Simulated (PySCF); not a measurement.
SMILES BCCc1cccs1 (C6H9BS) at its GFN2-xTB optimised geometry (Å):

```
17

B     -2.6627    -2.5558    -1.5995
C     -1.6590    -1.3661    -1.4219
C     -1.0023    -1.2147    -0.0397
C     -0.0699    -0.0534     0.0000
C      1.2892    -0.0534     0.0000
C      1.8510     1.2453     0.0000
C      0.9091     2.2188    -0.0051
S     -0.6853     1.5710    -0.0078
H     -3.1708    -2.7126    -2.6406
H     -2.9091    -3.2823    -0.7177
H     -2.1755    -0.4301    -1.6630
H     -0.8694    -1.4415    -2.1777
H     -1.7836    -1.0854     0.7128
H     -0.4435    -2.1210     0.2022
H      1.8780    -0.9540     0.0048
H      2.9091     1.4380     0.0037
H      1.0419     3.2823    -0.0073
```

Computed with B3LYP/def2-SVP (PySCF). Cells within 0.4 Å of a nucleus heavier than hydrogen are left out (blank, or x).

Map of the log10 of the electron density (e/bohr³), floored at −4 on the plane z = 0.0 Å:

```
|000000000000000000000000000|
|000000000000000000000000000|
|000000000000001221000000000|
|000000000000124443200000000|
|000000000012245765310000000|
|000000001334457997421000000|
|000000013455568997532100000|
|000000034677789x98654320000|
|000000135789999xx9776542000|
|00000024689xx99999999752000|
|00000014579xx8789xx99752000|
|000000135689987799987642000|
|000000124568999999875431000|
|000000134568xx99x9864210000|
|0000012457899x99x9864200000|
|000001357899987789964200000|
|0000023578xx976678864100000|
|000012356899975456543100000|
|000123445678975333321000000|
|000234554567765311100000000|
|000245665445553200000000000|
|000245665323321000000000000|
|000234554211100000000000000|
|000123432100000000000000000|
|000011221000000000000000000|
|000000000000000000000000000|
|000000000000000000000000000|
```
Scale: ten equal steps from -4.00 (start of '0') to -0.465 (end of '9'), in the order '0123456789'; x runs from -5.50 to 5.50, y from -5.50 (bottom) to 5.50 (top).
